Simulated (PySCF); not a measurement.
## Radial density of Al²⁺ (aluminium, charge +2)

PBE0, [Ne] 3s1, 2S determinant. Computed with PySCF 2.14 in cc-pVTZ-DK, with scalar relativity by spin-free X2C-1e.

```
r (bohr)  4πr²ρ (e/bohr)  4πr²(ρα − ρβ)
 0.00168         0.05572         0.0002
 0.00283          0.1468         0.0004
 0.00475          0.3825         0.0010
 0.00800          0.9697         0.0027
  0.0135           2.335         0.0064
  0.0226           5.132         0.0138
  0.0381           9.655         0.0250
  0.0640           13.99         0.0311
   0.108           13.49         0.0140
   0.181           8.947        -0.0029
   0.305           10.29         0.0686
   0.512           12.33         0.0881
   0.862           5.327         0.0113
    1.45          0.9303         0.4134
    2.44          0.4418         0.4358
    4.10         0.04340         0.0434
    6.90       0.0001439         0.0001
```

Densities and radii are taken from the X2C orbitals without a picture-change correction, which distorts them close to the nucleus.

**Question.** Where is the radial spin density 4πr²(ρα − ρβ) most negative, and why is it negative at all?

**Answer.** Around r = 0.181 bohr, down to -0.0029 e/bohr: exchange with the open shell polarises the paired shells in an unrestricted calculation.
